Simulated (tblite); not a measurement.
A tight-binding relaxation on `[InH3]`.

Computed with GFN2-xTB geometry optimisation, gas phase (tblite 0.8.0). Start geometry: from a force field or distance geometry. The input is one job of a driver script: a line of settings, then coordinates in Å.

Input:
```
{"job": {"kind": "relax", "xc": "GFN2-xTB", "basis": "xTB"}, "charge": 0, "multiplicity": 1}
In    -0.002600    -0.082000     0.076200
H     -0.006400     1.505300    -0.034000
H      1.667900    -0.712500    -0.026200
H     -1.648600    -0.706000    -0.038800
```

Output:
```
step      E/eV     max force
  0     -72.93418    1.798
  1     -73.00028    1.055
  2     -73.04816    0.427
  3     -73.06590    0.604
  4     -73.08866    0.841
  5     -73.12103    0.954
  6     -73.15699    0.763
  7     -73.17541    0.355
  8     -73.18138    0.123
  9     -73.18273    0.131
 10     -73.18366    0.115
 11     -73.18548    0.067
 12     -73.18619    0.053
 13     -73.18639    0.033
 14     -73.18645    0.034
 15     -73.18655    0.030
 16     -73.18665    0.021
 17     -73.18670    0.010
 18     -73.18671    0.005
```

«max force» is the largest atomic force in eV/Å.

Task: From which step on does the largest force stay under 0.1 eV/Å, and how much energy is left to gain from there?

Result: From step 11 (0.067 eV/Å), 1.2 meV above the end.

Summary of the converged run: energy lowered by 5.8 kcal/mol over 18 steps; largest atomic force 0.005 eV/Å at the end.

Task: Give the final coordinates.

Result: 0.203 Å rms from the input after alignment:
```
atom  x, y, z in Å
In1    0.0022    0.0013   -0.0057
H2     0.0002    1.7201   -0.0166
H3     1.4922   -0.8558    0.0059
H4    -1.4843   -0.8607   -0.0064
```

On one thread, Intel Xeon 6975P-C (x86_64), shared host with 192 logical CPUs at a one-minute load of 81, this took under 0.1 s.
Labels such as C1 count atoms from 1, the log's own numbers from 0.
